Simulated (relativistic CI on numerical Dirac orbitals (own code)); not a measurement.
# Mn3+: K-alpha X-ray emission

Computed with this model: Dirac-Coulomb-Breit CI, orbitals from a KLI potential per configuration, model QED (radiative potential, 1s self-energy scaled to tabulated hydrogen-like ionisation energies), valence Slater integrals scaled by 0.7, multiplet model of X-ray emission after core ionisation; configurations [Ar] 3d4 → 1s 2s2 2p6 3s2 3p6 3d4 → [He] 2s2 2p5 3s2 3p6 3d4; 80 K; Lorentzian 1.8 eV and Gaussian 0.6 eV FWHM. Energies are those of the free ion, without screening or charge transfer. S is read from ⟨S²⟩ = S(S + 1).

Field parameters in Wybourne normalisation: Oh B⁴₀ = 21Dq, B⁴₄ = √(5/14) B⁴₀. The field is a parameter set, without covalency.

Peaks in eV (height, largest 100): 5885.6 (47), 5897.2 (100).

Which surroundings give this spectrum?
A. Oh, 10Dq = 4100 cm⁻¹
B. free ion
C. Oh, 10Dq = 18650 cm⁻¹
D. Oh, 10Dq = 25900 cm⁻¹

D. Oh, 10Dq = 25900 cm⁻¹, where the ground state has S = 1.01.
